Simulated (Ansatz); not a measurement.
Mulliken charges of BGeH$_{5}$O (`O[BH][GeH3]`) from PBE/def2-TZVPP in Ansatz (PBE0-D4/def2-TZVP geometry).

| atom | x (Å) | y (Å) | z (Å) | charge (e) |
| --- | --- | --- | --- | --- |
| O1 | -1.647 | 0.400 | -0.724 | -0.179 |
| B2 | -0.309 | 0.253 | -0.804 | 0.060 |
| Ge3 | 0.730 | -0.344 | 0.885 | -0.001 |
| H4 | -2.056 | 0.679 | -1.548 | 0.209 |
| H5 | 0.253 | 0.470 | -1.847 | -0.024 |
| H6 | -0.167 | -0.565 | 2.115 | -0.020 |
| H7 | 1.491 | -1.656 | 0.611 | -0.022 |
| H8 | 1.797 | 0.706 | 1.258 | -0.022 |

Problem. By hand: the dipole of these point charges (1 e Å = 4.8032 D).

Solution. Σ q r = (-0.229, 0.107, -0.282) e Å, of length 0.379 e Å = 1.82 D.

Problem. How does the dipole of the full density compare? (Best estimate.)

Solution. Computed: (-0.236, 0.138, -0.391) e Å, 2.29 D; the point charges give 0.79 times that, at 8° from its direction.

Point charges leave out the atoms' own dipoles, such as those of lone pairs, and Mulliken's split depends on the basis, so the two needn't agree.
